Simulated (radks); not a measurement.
Question: The mean radii <r> (bohr) of the occupied orbitals of an atom or ion are listed with their occupations. Method: non-relativistic Kohn-Sham, SCAN, spin-polarised, spherical densities, point nucleus; meta-GGA in the generalised Kohn-Sham scheme; computed with a radial shooting solver on a logarithmic mesh with Libxc functionals.

orbital  occ.      <r>
1s up       1  0.09145
1s down     1  0.09143
2s up       1   0.4444
2s down     1   0.4444
2p up       3   0.4065
2p down     3   0.4066
3s up       1    1.495
3s down     1    1.513
3p up       3    1.686
3p down     1    1.729

Name the element and its charge. Open shells, if any, are filled with parallel spins first.

Answer: Z = 17, chlorine, charge +1: Cl+ in [Ne] 3s2 3p4. The 1s radius gives Z: for a bare nucleus <r> = 1.5/Z, 0.08824 bohr for Z = 17, and screening makes it slightly larger (0.09145 here). The occupations add up to 16, and the charge is Z minus that.
